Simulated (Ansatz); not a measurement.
Consider the substitution at a C–C bond: `B/C(C)=C/C` + `B[Si](O)(O)F` → `B[Si](O)(F)OC` + `BC(=C)C`.

Program: Ansatz. Geometries: PBE0-D4/def2-TZVP. ΔE: electronic, gas phase. CBS: MP2 limit from def2 TZ/QZ plus the TZ coupled-cluster correction, frozen cores. Functionals use def2-TZVPP. B3LYP here is the variant with VWN-RPA as its local correlation; programs differ in this. One conformer a species, not always the lowest.

```tsv
level	ΔE (kJ/mol)	difference from CCSD(T)/CBS
PBE-D4	69.8	2.7
r2SCAN-D4	69.3	2.2
PBE0-D4	69.6	2.5
B3LYP-D4	61.6	-5.5
ωB97X-V	62.3	-4.8
ωB97M-V	66.0	-1.1
B2PLYP	63.9	-3.2
PBE	69.1	2.0
r2SCAN	69.2	2.1
PBE0	69.2	2.1
B3LYP	60.6	-6.5
HF/def2-TZVPP	49.1	-18.0
MP2/def2-TZVPP	73.0	5.9
SCS-MP2/def2-TZVPP	64.7	-2.4
CCSD/def2-TZVPP	62.8	-4.3
CCSD(T)/def2-TZVPP	64.8	-2.3
HF/def2-QZVPP	48.6	-18.5
MP2/def2-QZVPP	74.1	7.0
SCS-MP2/def2-QZVPP	65.9	-1.2
HF/CBS(def2)	48.5	-18.6
MP2/CBS(def2)	75.2	8.1
CCSD/CBS(def2)	65.1	-2.0
CCSD(T)/CBS	67.1	0
```

Largest T1 diagnostic among the species: 0.012.

In def2-TZVPP, CCSD(T) changes the Hartree–Fock value by +15.8 kJ/mol (the triples alone add +2.0 kJ/mol) and MP2 by +23.9 kJ/mol.
